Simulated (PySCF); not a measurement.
In(H)(Cl)(Et) (C2H6ClIn), SMILES [Cl][InH][CH2]C.

Geometry: B3LYP-D3(BJ)/def2-SVP. The structure was generated by enumeration; whether it is a known compound was not checked. The def2 effective core potentials stand for the cores of In; spin–orbit coupling is left out. Other conformers were not sampled.

Calculation: PBE/def2-TZVP (PySCF).

Symmetry labels are those of the subgroup Cs that the program uses (full group Cs).

Task: List the valence orbital energies around the gap with their symmetry. (An estimate is asked for; the answer gives what the named calculation found.)

Result: 
| orbital | symmetry | energy (eV) |
|---|---|---|
| HOMO−7 | A' | -10.83 |
| HOMO−6 | A' | -9.96 |
| HOMO−5 | A' | -9.39 |
| HOMO−4 | A" | -8.70 |
| HOMO−3 | A' | -7.64 |
| HOMO−2 | A' | -7.10 |
| HOMO−1 | A" | -7.02 |
| HOMO | A' | -6.38 |
| LUMO | A" | -2.34 |
| LUMO+1 | A' | -1.56 |
| LUMO+2 | A' | -0.56 |
| LUMO+3 | A' | 0.76 |
